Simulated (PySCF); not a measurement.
Static response to an electric field

Compound: C3H7Al.
Cartesian coordinates in Å at the PBE0-D3(BJ)/def2-SVP level; atoms count from 1:
```xyz
11
C3H7Al angstrom
C     -1.212    0.332    1.004
C     -1.130   -0.056   -0.272
C      0.140   -0.360   -1.009
Al     1.723    0.038    0.103
H     -2.167    0.537    1.495
H     -0.321    0.465    1.638
H     -2.072   -0.165   -0.828
H      0.167    0.227   -1.946
H      0.132   -1.417   -1.334
H      2.300    1.521    0.170
H      2.452   -1.116    0.926
```

Level: wB97X-D/def2-SVPD (PySCF), static field, nuclei fixed, core orbitals frozen in the response. The polarisability tensor in these axes (au):

```
x   71.73 -0.60 -0.30
y   -0.60 57.69  3.98
z   -0.30  3.98 67.95
```

Problem. What are the eigenvalues, a third of the trace, and Δα (Δα² = ½Σ(αi − αj)² over the three pairs)?

Solution. Principal values 56.31, 69.22 and 71.83 au; mean 65.79 au = 9.75 Å³ = 10.85 × 10⁻⁴⁰ C²·m²/J; Δα = 14.39 au (22 % of the mean).

Problem. What is the dipole moment, and where does it point?

Solution. (-0.69, -0.26, -0.76) D, 1.06 D in size, pointing from the negative to the positive side. Measured along this direction, the outermost atoms are H10 and H11 at the negative end and H7 at the positive end.

Problem. Sum over states: ᾱ = Σ f/ω², ω in Eh. What share falls to these 10 lowest TDDFT singlets (eV, f)? 5.26, 0.0008; 5.54, 0.0001; 5.77, 0.0044; 6.77, 0.0044; 7.28, 0.1730; 7.49, 0.0194; 7.67, 0.0613; 8.09, 0.0778; 8.11, 0.0259; 8.19, 0.0795.

Solution. They add up to 5.68 au, 8.6 % of the 65.79 au; the largest single term is 2.42 au, from the state at 7.28 eV. Terms in order: 0.02, 0.00, 0.10, 0.07, 2.42, 0.26, 0.77, 0.88, 0.29, 0.88 au. Higher excitations give the rest. The strengths listed sum to 0.447.

Problem. Estimate the molar refractivity from the static electronic polarisability.

Solution. Lorentz–Lorenz: R = (4π/3)N_A α = 2.5225 cm³/(mol·Å³) × 9.75 Å³ = 24.6 cm³/mol, in the limit of long wavelengths.

Problem. Give the principal axes and the span of the nuclei along them.

Solution. Largest value along (0.98, -0.09, -0.17), where the nuclei span 4.78 Å; middle along (0.19, 0.31, 0.93), 3.32 Å; least along (0.03, 0.95, -0.32), 2.73 Å. The response follows the extents in order.

Geometry: PBE0-D3(BJ)/def2-SVP, one conformer, isolated molecule.

wB97X-D is run here without its empirical dispersion term; that term would change no orbital, density or response property at a fixed geometry.
